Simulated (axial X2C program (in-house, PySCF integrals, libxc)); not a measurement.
**Correcting the dissociation energy of MnF for spin–orbit coupling**

A spin-free CCSD(T) curve (one-electron X2C) was computed with an axial X2C code built on PySCF integrals, basis Mn dyall-cv3z [9s10p6d3f2g], F dyall-av3z [7s6p3d2f] (cores contracted in-house), for the state M_S = 3, Λ = 0 (beyond evenly filled blocks: 2 × σα, π+α, π-α, δ+α, δ-α). It gives D0 = 4.521 eV to Mn + F, which in a spin-free picture are the weighted means of the ground terms.

Correlated methods: 14 electrons correlated (number of frozen shells: Mn 3 s, 2 p; F 1 s), 260 virtual spin orbitals or spinors in MP2, 90 natural virtuals in coupled cluster.

Measured levels of the ground terms (NIST Handbook of Basic Atomic Spectroscopic Data), in cm⁻¹: Mn 6S: J = 5/2 at 0; F 2P: J = 3/2 at 0, J = 1/2 at 404.1.

The molecular state has Λ = 0, so it has no first-order lowering.

How far does each ground level lie under the (2J+1)-weighted mean of its term?

Mn: a single level, 0; F: (4 × 0 + 2 × 404.1)/6 = 135 cm⁻¹.

Correct D0.

D0 = 4.521 + (0 − 135)/8065.5 = 4.504 eV at CCSD(T) with these spin–orbit terms. The direct two-component run gives 4.502 eV; the difference holds second-order terms in the molecule, scalar two-electron terms, the gap between measured and computed atomic splittings (a 2c atom can miss part of its lowering) and, in coupled cluster, the truncation of each run.

Second-order spin–orbit effects in the molecule, which grow quickly with Z, are left out. The state is one determinant whose occupation by symmetry is held fixed; it was picked as the lowest of a PBE0 search that is not exhaustive. De is counted from the lowest determinant-based energies of the atoms at the same level, without counterpoise correction. Coupled cluster ran in a truncated set of natural virtual spinors; the MP2 energy of the rest was added. (T) has no such correction and the atoms are truncated less, which lowers De at CCSD(T) by a hundredth of an eV or more. Other states lie close and PBE0, whose exact exchange favours high spin, may order them wrongly; the determinant shown need not be the ground state. The nearest other spin-free determinant of the search, M_S = 2, Λ = 0, lies 0.69 eV up at the distance of the search.
